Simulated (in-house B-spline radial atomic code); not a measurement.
A fraction x of an electron is removed from 3p in Cu³⁺, starting from [Ar] 3d8 and keeping the highest spin. Computed with a B-spline radial code for spherical atoms: scalar-relativistic (X2C) LDA VWN5, spin-polarised, spherical fractional occupations, Fermi nucleus of rms radius 3.8823 fm.

```csv
x,E(x) - E(0) (eV),3p down level (eV)
0,0.0000,-116.391
0.12,14.1242,-119.018
0.13,?,?
0.36,43.3274,-124.362
0.45,54.6114,-126.396
0.5,60.9596,-127.532
0.51,?,?
0.71,88.2464,-132.356
0.81,101.5981,-134.680
0.96,122.0636,-138.199
1,127.6105,-139.144
```

Question: What belongs in the row x = 0.13?

Answer: An energy change of 15.3155 eV; 3p down at -119.238 eV.

Question: What belongs in the row x = 0.51?

Answer: An energy change of 62.2360 eV; 3p down at -127.760 eV.

Question: Check Janak's theorem between x = 0.36 and 0.45.

Answer: The slope of the energy is 125.38 eV; the orbital levels give 125.38 eV (-ε of the emptying orbital, averaged over the two points).
